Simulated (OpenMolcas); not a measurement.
## Ag2+: effect of the metal basis

Ag2+ with its 6 nearest oxide ions at 2.411 Å, on the Sr site of SrO (a = 5.1602 Å, distance in the model lattice 2.580 Å). The rest of the host is ab initio model potentials to 7.6 Å and point charges beyond; the distance is set by hand and nothing relaxes.

* Program: OpenMolcas
* Method: SS-CASPT2, IPEA 0.25 Eh, imaginary shift 0.1 Eh (closed shells correlated: 4s 4p and the ligand valence shells)
* Spin-orbit coupling: RASSI with atomic mean-field integrals over the reference wave functions

Fixed: ligand basis ANO-RCC-VDZP, active space 9 electrons in 5 orbitals (4d), DKH2 Hamiltonian.

States (labels of O, the rotations of Oh). Energies in cm-1 above the lowest state or level, χT in cm3 K/mol; 10Dq is the gap between the two states.

```json
{"Run": "A", "Metal basis": "ANO-RCC-VDZP", "Ground state": "2E", "First state of that spin": "2T2 15640", "10Dq": "15645", "First gap with spin-orbit (degeneracies)": "14200 (4, 2)", "χT at 300 K": "0.504", "Cost": "roughly 17 core-seconds"}
{"Run": "B", "Metal basis": "ANO-RCC-VTZP", "Ground state": "2E", "First state of that spin": "2T2 15090", "10Dq": "15086", "First gap with spin-orbit (degeneracies)": "13660 (4, 2)", "χT at 300 K": "0.513", "Cost": "roughly 70 core-seconds"}
```

Against A, |10Dq| changes by -3.6 % in B.

Costs are those of the CASPT2 steps.

Roots that are degenerate in the reference are averaged as groups; the widest CASPT2 spread within a group is 190 cm-1 (the 3-fold group of multiplicity 2 near 15100 cm-1 above the lowest state of its run, B). Shifts and gaps below about the spread of the groups concerned are not significant. Over all roots computed the reference weight is 0.69 to 0.70 in A, 0.69 in B; a low but even weight reflects the number of correlated electrons. An orbital doublet at a regular site is open to a Jahn-Teller distortion, which this geometry leaves out. Ligand-to-metal charge-transfer states are missing. With one d shell and no ligand orbital active, 10Dq can be off by a tenth or more. The least metal-like active orbital is 79 % on the metal (Löwdin) and no ligand orbital is active, so the numbers are rough (holds for A). The least metal-like active orbital is 82 % on the metal (Löwdin) and no ligand orbital is active, so the numbers are rough (holds for B). No measured value stands beside these numbers; the geometry was set by hand and not optimised.
